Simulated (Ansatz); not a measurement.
CH5Cl3GaN (`C[NH2+][Ga-]([Cl])([Cl])[Cl]`). The species carries charge 0 and has multiplicity 1. The geometry is a stationary point of PBE0-D4/def2-TZVP. It is one conformer, not always the lowest.

```xyz
11

C    -0.996   -1.003    0.301
N     0.033   -0.428   -0.583
Ga    0.935    1.275    0.132
Cl   -0.752    2.606    0.325
Cl    2.301    1.683   -1.488
Cl    1.810    0.558    1.970
H    -1.437   -1.902   -0.132
H    -1.771   -0.255    0.463
H    -0.538   -1.242    1.259
H     0.775   -1.101   -0.757
H    -0.361   -0.192   -1.490
```

(1) What is the dipole moment at ωB97M-V/def2-TZVPP? (Best estimate.)

(2) And with PBE, r2SCAN, B3LYP? (Estimate.)

(3) Give the Mulliken charges with ωB97M-V, r2SCAN, B3LYP in def2-TZVPP. (An estimate is asked.)

## Answers

(1) Computed: 6.41 D, with components (-3.03, -5.32, -1.91) D in this frame, pointing from negative to positive charge.

(2) The calculation gave: PBE 6.30 D, r2SCAN 6.45 D, B3LYP 6.41 D.

(3) Computed: 
```tsv
atom	ωB97M-V	r2SCAN	B3LYP
C1	-0.27	-0.12	-0.23
N2	-0.14	-0.10	-0.10
Ga3	0.51	0.56	0.55
Cl4	-0.29	-0.32	-0.31
Cl5	-0.29	-0.31	-0.31
Cl6	-0.29	-0.32	-0.31
H7	0.14	0.08	0.12
H8	0.15	0.10	0.13
H9	0.15	0.10	0.13
H10	0.16	0.16	0.16
H11	0.16	0.16	0.16
```

B3LYP here is the variant with VWN-RPA as its local correlation; programs differ in this.
